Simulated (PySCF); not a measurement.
Species: C₆H₁₃PSi.
Numbering: `[CH3:1][C:2]#[C:3][P:4]([CH3:5])[SiH:6]([CH3:7])[CH3:8]` (hydrogens: H9, H10, H11 on C1; H12, H13, H14 on C5; H15 on Si6; H16, H17, H18 on C7; H19, H20, H21 on C8)

Computed with PBE0-D3(BJ)/def2-SVP geometry optimisation, gas phase (PySCF 2.14.0).

Question: What internal coordinates does the optimisation give?

Answer: 
```json
{"bond": "C1–C2", "length (Å)": "1.452", "order": "single"}
{"bond": "C2≡C3", "length (Å)": "1.220", "order": "triple"}
{"bond": "C3–P4", "length (Å)": "1.768", "order": "single"}
{"bond": "P4–C5", "length (Å)": "1.863", "order": "single"}
{"bond": "P4–Si6", "length (Å)": "2.274", "order": "single"}
{"bond": "Si6–C7, Si6–C8", "length (Å)": "1.880", "order": "single"}
{"bond": "C1–H9, C1–H10, C1–H11", "length (Å)": "1.102", "order": "single"}
{"bond": "C5–H12, C5–H13, C5–H14", "length (Å)": "1.100", "order": "single"}
{"bond": "Si6–H15", "length (Å)": "1.500", "order": "single"}
{"bond": "C7–H16 and 5 like bonds", "length (Å)": "1.101", "order": "single"}
```

Bonds in one row agree within 0.01 Å and their mean is given. Orders are formal, as drawn. A selection of angles:
```json
{"angle": "C1–C2–C3", "degrees": "179.7"}
{"angle": "C2–C3–P4", "degrees": "175.0"}
{"angle": "C3–P4–C5", "degrees": "101.4"}
{"angle": "C3–P4–Si6", "degrees": "96.3"}
{"angle": "C5–P4–Si6", "degrees": "99.8"}
{"angle": "P4–Si6–C7", "degrees": "107.8"}
{"angle": "C7–Si6–C8", "degrees": "111.9"}
```

Dihedral angles: C3–P4–Si6–C7 63° (synclinal). The mirror-image conformer, all signs reversed, is as good.

The 2 C–C bonds span 1.220 Å (C2≡C3, drawn triple) to 1.452 Å (C1–C2, drawn single), a spread of 0.232 Å. Si6 (SiH silicon) is tetrahedral (angles from 107.8° to 111.9°). The 2 C–P bonds span 1.768 Å (C3–P4, drawn single) to 1.863 Å (P4–C5, drawn single), a spread of 0.095 Å. P4 (three-coordinate phosphorus) is pyramidal (angles 101.4°, 99.8° and 96.3°, sum 297.5°, 0.92 Å off the plane of its three neighbours).

Point group: C1 (no symmetry element, even within 0.4 Å). No frequency check. One conformer, not necessarily the lowest.

The run took 1.7 min of wall time on one thread, Arm Neoverse V2 (aarch64) (shared host), and the process peaked at 0.79 GiB of memory. That covers the optimisation of the geometry.
